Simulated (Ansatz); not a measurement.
Molecule: sum formula NbO2F, net charge 0, singlet state. 
Geometry from a B3LYP-D3(BJ)/def2-TZVP (Ansatz, a program for electronic structure) optimisation:
SMILES: [O]=[Nb](=[O])[F]
```xyz
4

Nb     0.0470    -0.0671    -0.1842
O     -1.3757    -0.9681     0.1561
O     -0.4337     1.5478    -0.5197
F      1.3944    -0.2099     1.1623
```

Property: atomisation energy (electronic, to ground-state atoms), in kcal/mol. Valence correlation only, unless marked. UHF or UKS for open shells. No spin-orbit coupling. The frozen core is the preceding noble-gas configuration, with the filled d and f shells of earlier blocks. Past Kr the def2 sets carry scalar-relativistic core potentials. The coupled-cluster limit lacks core correlation, which all-electron functionals hold. CBS marks a two-point X^-3 extrapolation of the correlation energy; Hartree-Fock from the larger set. The bracket is a focal-point correction in the basis named.

| level | program | atomisation energy (kcal/mol) |
|---|---|---|
| HF/def2-SVPD | Ansatz | 236.6 |
| HF/def2-QZVPP | Ansatz | 238.3 |
| HF/def2-QZVPPD | Ansatz | 238.4 |
| PBE/def2-TZVPD | Ansatz | 501.1 |

Estimate the value at RI-MP2/CBS(def2-TZVPPD,def2-QZVPPD)+[CCSD(T)-MP2]/def2-TZVPPD as computed with Ansatz.

476.1 kcal/mol, so PBE/def2-TZVPD differs from it by 25.0 kcal/mol.
